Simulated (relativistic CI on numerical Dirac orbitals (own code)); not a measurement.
What each ingredient does to the levels of Ce2+

Base calculation: Dirac-Coulomb-Breit CI, KLI orbitals optimised for each configuration, a model potential for QED, valence Slater integrals scaled by 0.85, P86 correlation energy added to each configuration.

Configurations in the expansion (outside the closed core [Xe]): 4f2, 4f.6s, 5d2, 4f.6p, 5d.6s, 4f.6d, 4f.7s, 6s2, 5d.6p, 4f.5f, 4f.7p, 5d.5f, 6s.6p, 4f.7d, 4f.5g, 4f.6f. The list is cut by size and lacks configurations that can hold low levels.

Variants: (1) valence Slater integrals scaled by 0.75; (2) Slater integrals left unscaled; (3) configuration mixing switched off; (4) only the first 3 configurations. Shifts of the energy above 4f2 3H_4, in cm⁻¹, for the lowest level and the first level of each name with at least 55 % of one term (blank where a level changes its place among those of its configuration and J or its character, or is not in the variant):

| Level | Base | Δ(1) | Δ(2) | Δ(3) | Δ(4) | Measured |
| --- | --- | --- | --- | --- | --- | --- |
| 4f2 3H_4 | 0.0 | 0.0 | 0.0 | 0.0 | 0.0 | 0.0 |
| 4f2 3H_5 | 1398.6 | +4.1 | -3.3 | +52.8 | +71.7 | 1528.3 |
| 4f2 3H_6 | 2869.8 | -6.4 | +11.2 | +118.0 | +136.9 | 3127.1 |
| 4f2 3F_2 | 3968.7 | -298.5 | +406.7 | +543.3 | -268.6 | 3762.8 |
| 4f2 3F_3 | 4868.2 | -291.8 | +402.1 | +545.1 | -227.9 | 4764.8 |
| 4f2 1D_2 | 13737.7 | -1083.2 | +1494.7 | +1675.3 | -648.0 | 12835.1 |
| 4f.6s 3F°_2 | 15877.7 | -698.5 | +1037.6 | -687.7 | -668.8 | 19236.2 |
| 4f.6s 3F°_3 | 16148.3 | -725.5 | +1076.6 | -678.8 | -659.9 |  |
| 4f2 3P_0 | 17203.6 | -1447.5 | +1990.9 | +2296.5 | -869.3 | 16072.0 |
| 4f2 3P_1 | 17640.9 | -1436.6 | +1980.9 | +2209.7 | -878.3 | 16523.7 |
| 4f.6s 3F°_4 | 18040.3 | -702.8 | +1045.4 | -710.4 | -691.5 |  |
| 4f2 3P_2 | 18375.9 | -1424.2 | +1972.1 | +2141.4 | -850.9 | 17317.5 |
| 4f.6s 1F°_3 | 18473.0 | -750.5 | +1115.5 | -592.9 | -574.0 |  |
| 4f2 1I_6 | 19071.9 | -1940.3 | +2914.6 | -725.9 | -707.1 | 17420.6 |
| 5d2 3F_2 | 32242.2 | -375.2 | +592.2 | -1446.4 | -587.5 | 40440.2 |
| 4f2 1S_0 | 32581.2 | -2501.6 | +3456.9 | +9640.7 | -120.5 | 32838.6 |
| 5d2 3F_3 | 33431.7 | -354.7 | +565.6 | -1408.1 | -597.3 | 41938.5 |
| 5d2 3F_4 | 34775.0 | -361.1 | +570.5 | -1372.5 | -586.1 | 43517.5 |
| 5d2 1D_2 | 39867.5 | -1121.8 | +1646.1 | -1727.0 | +754.2 | 46889.8 |
| 5d2 3P_0 | 42288.9 | -1728.5 | +2742.6 | -3687.5 | -453.9 | 48076.0 |
| 5d2 1G_4 | 42628.4 | -1253.7 | +1821.0 | -683.2 | +122.6 |  |
| 5d2 3P_1 | 42665.6 | -1698.1 | +2706.8 | -3569.4 | -443.6 | 48674.1 |

Correlation outside the listed configurations is missing or only estimated: errors of thousands of cm⁻¹ between configurations and terms are usual at this charge. Rates and lifetimes follow the computed energies and can be off by large factors. The fine structure of a lone outer electron comes out too small, for d and f at times inverted, and misplaced configurations move strength between like terms. 27 of the 64 excited levels that our extract of the measured tables holds in this range could be paired (the sources list more); they are missed by 3899 cm⁻¹ on average and 8742 at most, and levels without a partner can miss by more. Some levels of the ground configuration have no partner and can miss by 10 % or more.

Measured levels: Martin, Zalubas and Hagan, Atomic Energy Levels: The Rare-Earth Elements, NSRDS-NBS 60 (1978).

Ionisation energy from the two ground configurations alone: base 19.42 eV; valence Slater integrals scaled by 0.75 19.32 eV; Slater integrals left unscaled 19.56 eV. The NIST ASD value (semi-empirical) is 20.1974 eV. The gap of more than 2 % comes from missing correlation, or from a tabulated value that is itself an estimate.

LS names give the leading component of a level, which can be under half, so a name can repeat, a term be missing and a line seem to break the LS rules.
